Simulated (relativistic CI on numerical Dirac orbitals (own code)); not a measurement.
A reference radial Dirac CI calculation of Cl+ gave the lowest total energy -460.32142 Ha in 20 SCF steps, from this input:

```
atom Cl  Z=17  charge=1  electrons=16
nucleus A=35  rms_radius_fm=3.3654
hamiltonian dirac-coulomb  breit=on  qed=on  c_scale=1
orbitals kli  potential=per-configuration
slater_scale 1
correlation none
mixing on
grid step=0.0125 r_max=51.4
scf mixing=0.4 start=green max_iterations=150 tolerance=2e-08 node_fill=0.05
configurations
  [Ne] 3s2 3p4
  [Ne] 3s 3p5
end
```

One setting was then changed (and the iteration limit cut to 85), and the output read:

```
SCF 1: [Ne] 3s2 3p4
 iter      energy (Ha)   residual   last orbital (Ha)
      3s not found; potential halved back
error: SCF of 1s2 2s2 2p6 3s2 3p4 stopped: an orbital could not be found
end: not converged
```

Task: Which setting was changed?
A. speed of light
B. start potential
C. end of the grid
D. SCF mixing

Result: C. The end of the grid at 1.54 bohr. This setting is bad on purpose; its numbers may not be properties of the ion.
